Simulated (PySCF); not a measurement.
C₈H₁₀FP.
Numbering: `[CH3:1][CH:2]([CH3:3])[c:4]1[cH:5][cH:6][cH:7][c:8]([F:9])[p:10]1` (hydrogens: H11, H12, H13 on C1; H14 on C2; H15, H16, H17 on C3; H18 on C5; H19 on C6; H20 on C7)

The same species was optimised twice, with GFN2-xTB and with PBE0-D3(BJ)/def2-SVP (PySCF), and the same property calculations (PySCF, gas phase) were run on both structures.

```tsv
coordinate	GFN2-xTB	PBE0-D3(BJ)/def2-SVP	change
C8–F9 (Å)	1.358	1.338	-0.020
C4–C5 (Å)	1.382	1.394	+0.012
C2–C4 (Å)	1.511	1.521	+0.010
C7–C8 (Å)	1.377	1.387	+0.010
C5–C6 (Å)	1.387	1.395	+0.008
C6–C7 (Å)	1.383	1.391	+0.008
C8–P10 (Å)	1.737	1.745	+0.008
C4–P10 (Å)	1.750	1.755	+0.005
C1–C2 (Å)	1.528	1.529	+0.001
C2–C3 (Å)	1.529	1.528	-0.001
C3–C2–C4 (°)	110.2	112.1	+1.9
F9–C8–P10 (°)	114.8	116.1	+1.3
C1–C2–C4 (°)	110.4	111.5	+1.1
C7–C8–P10 (°)	128.1	127.1	-1.0
C4–P10–C8 (°)	98.7	99.6	+0.9
C1–C2–C3 (°)	110.4	111.3	+0.9
C2–C4–P10 (°)	116.3	117.1	+0.8
C2–C4–C5 (°)	119.4	119.0	-0.4
C1–C2–C4–C5 (°)	-118	-114	+4
```

Rotational constants: A = 2070, B = 806.4, C = 662.0 MHz (GFN2-xTB) against A = 2072, B = 786.1, C = 649.4 MHz (PBE0-D3(BJ)/def2-SVP).

On the GFN2-xTB structure: HOMO (eV) -7.08 [PBE0/pcSseg-1]; LUMO (eV) -1.65 [PBE0/pcSseg-1]; dipole (D) 2.83 [PBE0/pcSseg-1]; GIAO shielding of C1/C3 (mean) (ppm) 154.2 [PBE0/pcSseg-1]; GIAO shielding of C2 (ppm) 141.4 [PBE0/pcSseg-1]; GIAO shielding of C4 (ppm) -11.7 [PBE0/pcSseg-1]; GIAO shielding of C5 (ppm) 53.3 [PBE0/pcSseg-1]; GIAO shielding of C6 (ppm) 49.4 [PBE0/pcSseg-1]; GIAO shielding of C7 (ppm) 61.6 [PBE0/pcSseg-1]; GIAO shielding of C8 (ppm) -25.0 [PBE0/pcSseg-1]; GIAO shielding of F9 (ppm) 248.6 [PBE0/pcSseg-1].

Problem. What do these properties become on the PBE0-D3(BJ)/def2-SVP structure?

Solution. 
| property | level | on GFN2-xTB | on PBE0-D3(BJ)/def2-SVP | change |
| --- | --- | --- | --- | --- |
| HOMO (eV) | PBE0/pcSseg-1 | -7.08 | -7.06 | +0.02 |
| LUMO (eV) | PBE0/pcSseg-1 | -1.65 | -1.64 | +0.01 |
| dipole (D) | PBE0/pcSseg-1 | 2.83 | 2.70 | -0.13 |
| energy, GFN2-xTB geometry as zero (kcal/mol) | PBE0/pcSseg-1 | 0.0 | -0.7 | -0.7 |
| GIAO shielding of C1/C3 (mean) (ppm) | PBE0/pcSseg-1 | 154.2 | 153.8 | -0.4 |
| GIAO shielding of C2 (ppm) | PBE0/pcSseg-1 | 141.4 | 139.8 | -1.6 |
| GIAO shielding of C4 (ppm) | PBE0/pcSseg-1 | -11.7 | -12.6 | -0.9 |
| GIAO shielding of C5 (ppm) | PBE0/pcSseg-1 | 53.3 | 50.1 | -3.2 |
| GIAO shielding of C6 (ppm) | PBE0/pcSseg-1 | 49.4 | 47.3 | -2.1 |
| GIAO shielding of C7 (ppm) | PBE0/pcSseg-1 | 61.6 | 58.9 | -2.7 |
| GIAO shielding of C8 (ppm) | PBE0/pcSseg-1 | -25.0 | -25.0 | 0.0 |
| GIAO shielding of F9 (ppm) | PBE0/pcSseg-1 | 248.6 | 250.8 | +2.2 |

The heavy atoms differ by 0.040 Å rms after alignment. Among bonds between heavy atoms C8–F9 changes most (-0.020 Å). Changes are differences of the printed values. Neither structure is proved a minimum here.

The values belong to the conformer `[CH3:1][CH:2]([CH3:3])[c:4]1[cH:5][cH:6][cH:7][c:8]([F:9])[p:10]1`: C1–C2–C4–C5 -114°.
